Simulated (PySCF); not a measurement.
UHF on In²⁺ (indium, charge +2)

Configuration: [Kr] 4d10 5d1, 2D determinant (an excited configuration). Computed with PySCF 2.14 in aug-cc-pVTZ-DK3, with the spin-free X2C one-electron Hamiltonian (Gaussian nucleus).

```json
{
  "Total energy": "-5876.668466 hartree",
  "One-electron energy": "-8053.8715 hartree",
  "Hartree (Coulomb) energy": "2335.5004 hartree",
  "Exchange energy": "-158.2973 hartree",
  "⟨S²⟩": "0.7500",
  "⟨L²⟩": "6.001",
  "Sum of ⟨r⟩": "30.06 bohr",
  "Sum of ⟨r²⟩": "46.83 bohr²",
  "Traceless quadrupole moment −½Σ⟨3z² − r²⟩ along its main axis": "6.08 e·bohr²",
  "Langevin diamagnetic susceptibility": "-37.1 ×10⁻⁶ cm³/mol"
}
```

| shell | electrons | mean orbital energy (hartree) | spread (hartree) | rms radius, mean of both spins (bohr) |
| --- | --- | --- | --- | --- |
| 1s α | 1 | -1032.60399 | 0 | 0.0340 |
| 1s β | 1 | -1032.60396 | 0 | 0.0340 |
| 2s α | 1 | -158.63464 | 0 | 0.139 |
| 2s β | 1 | -158.63394 | 0 | 0.139 |
| 2p α | 3 | -142.29710 | 0.00013 | 0.124 |
| 2p β | 3 | -142.29640 | 0.00102 | 0.124 |
| 3s α | 1 | -32.19097 | 0 | 0.371 |
| 3s β | 1 | -32.19058 | 0 | 0.371 |
| 3p α | 3 | -26.69464 | 0.00193 | 0.372 |
| 3p β | 3 | -26.69418 | 0.00242 | 0.372 |
| 3d α | 5 | -18.14504 | 0.00254 | 0.352 |
| 3d β | 5 | -18.14414 | 0.00247 | 0.352 |
| 4s α | 1 | -6.11131 | 0 | 0.908 |
| 4s β | 1 | -6.10878 | 0 | 0.908 |
| 4p α | 3 | -4.39381 | 0.00193 | 0.988 |
| 4p β | 3 | -4.39112 | 0.00523 | 0.988 |
| 4d α | 5 | -1.82215 | 0.00816 | 1.24 |
| 4d β | 5 | -1.81931 | 0.00714 | 1.24 |
| 5d α | 1 | -0.43227 | 0 | 4.62 |

The outer electron is Rydberg-like, and this basis confines it to a smaller radius and binds it less than a complete one would.

Densities and radii are taken from the X2C orbitals without a picture-change correction, which distorts them close to the nucleus.

Spin-orbit constants ζ (cm⁻¹) from the X2C one-electron operator on these orbitals: bare nucleus, nucleus screened by l(l+1)(2l+1)/3 electrons, and screened by the Breit-Pauli mean field of the electrons.

```
shell     bare  screened nucleus  mean field
   2p  1133000           1087000         n/a
   3p   207200            198800         n/a
   3d    30940             24620         n/a
   4p    34010             32620         n/a
   4d     3448              2744         n/a
   5d    148.2             117.9         n/a
```

To first order the Landé constant is A = 117.9 cm⁻¹, so the lowest level has J = 3/2 and lies 0.0219 eV below the centre of the term.
